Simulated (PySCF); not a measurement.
## BLYP on Cs (caesium, neutral)

Configuration: [Xe] 6p1, 2P determinant (an excited configuration). Calculation: PySCF 2.14, in x2c-QZVPPall (16s10p8d5f2g, 139 functions); the spin-free X2C one-electron Hamiltonian (Gaussian nucleus).

| Property | Result |
| --- | --- |
| Total energy | -7786.40 hartree |
| One-electron energy | -10641.44 hartree |
| Hartree (Coulomb) energy | 3049.74 hartree |
| Exchange-correlation energy | -194.70 hartree |
| ⟨S²⟩ | 0.7500 |
| ⟨L²⟩ | 2.042 |
| Sum of ⟨r⟩ | 43.64 bohr |
| Sum of ⟨r²⟩ | 114.4 bohr² |
| Traceless quadrupole moment −½Σ⟨3z² − r²⟩ along its main axis | -27.7 e·bohr² |
| Langevin diamagnetic susceptibility | -90.6 ×10⁻⁶ cm³/mol |
| Time after the integrals | about 6 core-seconds |

```json
{"shell": "1s α", "electrons": "1", "mean orbital energy (eV)": "-35729.4", "spread (eV)": "0", "rms radius, mean of both spins (bohr)": "0.0298"}
{"shell": "1s β", "electrons": "1", "mean orbital energy (eV)": "-35729.4", "spread (eV)": "0", "rms radius, mean of both spins (bohr)": "0.0298"}
{"shell": "2s α", "electrons": "1", "mean orbital energy (eV)": "-5605.9", "spread (eV)": "0", "rms radius, mean of both spins (bohr)": "0.121"}
{"shell": "2s β", "electrons": "1", "mean orbital energy (eV)": "-5605.9", "spread (eV)": "0", "rms radius, mean of both spins (bohr)": "0.121"}
{"shell": "2p α", "electrons": "3", "mean orbital energy (eV)": "-5034.1", "spread (eV)": "0.005", "rms radius, mean of both spins (bohr)": "0.108"}
{"shell": "2p β", "electrons": "3", "mean orbital energy (eV)": "-5034.1", "spread (eV)": "0.008", "rms radius, mean of both spins (bohr)": "0.108"}
{"shell": "3s α", "electrons": "1", "mean orbital energy (eV)": "-1166.3", "spread (eV)": "0", "rms radius, mean of both spins (bohr)": "0.320"}
{"shell": "3s β", "electrons": "1", "mean orbital energy (eV)": "-1166.3", "spread (eV)": "0", "rms radius, mean of both spins (bohr)": "0.320"}
{"shell": "3p α", "electrons": "3", "mean orbital energy (eV)": "-981.80", "spread (eV)": "0.014", "rms radius, mean of both spins (bohr)": "0.320"}
{"shell": "3p β", "electrons": "3", "mean orbital energy (eV)": "-981.79", "spread (eV)": "0.017", "rms radius, mean of both spins (bohr)": "0.320"}
{"shell": "3d α", "electrons": "5", "mean orbital energy (eV)": "-708.48", "spread (eV)": "0.012", "rms radius, mean of both spins (bohr)": "0.297"}
{"shell": "3d β", "electrons": "5", "mean orbital energy (eV)": "-708.47", "spread (eV)": "0.015", "rms radius, mean of both spins (bohr)": "0.297"}
{"shell": "4s α", "electrons": "1", "mean orbital energy (eV)": "-220.76", "spread (eV)": "0", "rms radius, mean of both spins (bohr)": "0.738"}
{"shell": "4s β", "electrons": "1", "mean orbital energy (eV)": "-220.75", "spread (eV)": "0", "rms radius, mean of both spins (bohr)": "0.738"}
{"shell": "4p α", "electrons": "3", "mean orbital energy (eV)": "-161.62", "spread (eV)": "0.028", "rms radius, mean of both spins (bohr)": "0.789"}
{"shell": "4p β", "electrons": "3", "mean orbital energy (eV)": "-161.62", "spread (eV)": "0.035", "rms radius, mean of both spins (bohr)": "0.789"}
{"shell": "4d α", "electrons": "5", "mean orbital energy (eV)": "-75.099", "spread (eV)": "0.029", "rms radius, mean of both spins (bohr)": "0.904"}
{"shell": "4d β", "electrons": "5", "mean orbital energy (eV)": "-75.093", "spread (eV)": "0.038", "rms radius, mean of both spins (bohr)": "0.904"}
{"shell": "5s α", "electrons": "1", "mean orbital energy (eV)": "-27.668", "spread (eV)": "0", "rms radius, mean of both spins (bohr)": "1.85"}
{"shell": "5s β", "electrons": "1", "mean orbital energy (eV)": "-27.647", "spread (eV)": "0", "rms radius, mean of both spins (bohr)": "1.85"}
{"shell": "5p α", "electrons": "3", "mean orbital energy (eV)": "-14.428", "spread (eV)": "0.104", "rms radius, mean of both spins (bohr)": "2.23"}
{"shell": "5p β", "electrons": "3", "mean orbital energy (eV)": "-14.415", "spread (eV)": "0.131", "rms radius, mean of both spins (bohr)": "2.23"}
{"shell": "6p α", "electrons": "1", "mean orbital energy (eV)": "-1.352", "spread (eV)": "0", "rms radius, mean of both spins (bohr)": "7.94"}
```

Spin-orbit coupling, absent here, splits the open shell strongly.

Densities and radii are taken from the X2C orbitals without a picture-change correction, which distorts them close to the nucleus.
